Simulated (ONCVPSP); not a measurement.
## Transferability test, ONCV potential for niobium

| Quantity | Value |
| --- | --- |
| Element | niobium (Nb) |
| Generator | ONCVPSP 4.0.1 |
| Type | optimised norm-conserving Vanderbilt (ONCV) |
| Functional | PBE |
| Relativity | fully relativistic |
| Frozen core | [Ar] 3d10 |
| Valence charge | 13 |
| Reference configuration | 4s2 4p6 4d4 5s1 |
| Partial waves | 4s+5s: rc 2.05 bohr, ncon 4, nbas 7, qcut 5.8 1/bohr, 2 projectors; 4p: rc 1.20 bohr, ncon 4, nbas 8, qcut 7.8 1/bohr, 2 projectors, debl 3.1 Ha; 4d: rc 2.85 bohr, ncon 3, nbas 7, qcut 5.8 1/bohr, 3 projectors, debl 2.6 Ha |
| Local potential | polynomial inside 1.10 bohr (lpopt 5, dvloc0 0 Ha) |
| Core correction | none |

Open shells are filled in proportion to 2j + 1.

Energies are relative to the spin-unpolarised reference configuration 4s2 4p6 4d4 5s1; without spin polarisation the order of configurations can differ from experiment. Not all tests gave a result: 1 of 4 tests not solved or not reliable.

| valence configuration | charge | ΔE all-electron (eV) | error AE − PS (meV) |
| --- | --- | --- | --- |
| 4s2 4p6 4d4 5s0 | +1 | 6.638 | +1.1 |
| 4s2 4p6 4d3 5s0 | +2 | 20.677 | +3.7 |
| 4s1 4p6 4d4 5s1 | +1 | 64.002 | -370 |

Levels in the configuration 4s1 4p6 4d4 5s1:

| level | all-electron (eV) | pseudo (eV) |
| --- | --- | --- |
| 4s j=1/2 | -70.176 | -70.901 |
| 4p j=3/2 | -45.190 | -45.549 |
| 4p j=1/2 | -47.381 | -47.768 |
| 4d j=5/2 | -12.530 | -12.475 |
| 4d j=3/2 | -12.737 | -12.679 |
| 5s j=1/2 | -10.767 | -10.810 |

Note: no bound ghost flagged; GHOST(+) flagged for s at 86.0 eV.
